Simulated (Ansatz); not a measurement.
Basis-set series for CH4F2NNb (`[CH3][Nb](=[NH])([F])[F]`). The species carries charge 0 and has multiplicity 1. Nb: def2 effective core potential. The geometry is a stationary point of PBE0-D4/def2-TZVP. It is one conformer, not always the lowest.

```tsv
functional	basis	functions	energy (Eh)	HOMO (eV)	LUMO (eV)
PBE0-D4	def2-SVP	107	-351.55095	-8.35	-1.63
PBE0-D4	def2-QZVPP	429	-351.94380	-8.39	-1.71
ωB97M-V	def2-SVP	107	-351.66625	-10.65	0.60
ωB97M-V	def2-QZVPP	429	-352.06890	-10.70	0.49
```

Q: Give the rows for def2-TZVPP. (Best estimate.)

A: Computed: 
```json
{"functional": "PBE0-D4", "basis": "def2-TZVPP", "functions": "236", "energy (Eh)": "-351.92413", "HOMO (eV)": "-8.37", "LUMO (eV)": "-1.69"}
{"functional": "ωB97M-V", "basis": "def2-TZVPP", "functions": "236", "energy (Eh)": "-352.05006", "HOMO (eV)": "-10.68", "LUMO (eV)": "0.52"}
```

Positive LUMOs are unbound and depend on the basis.
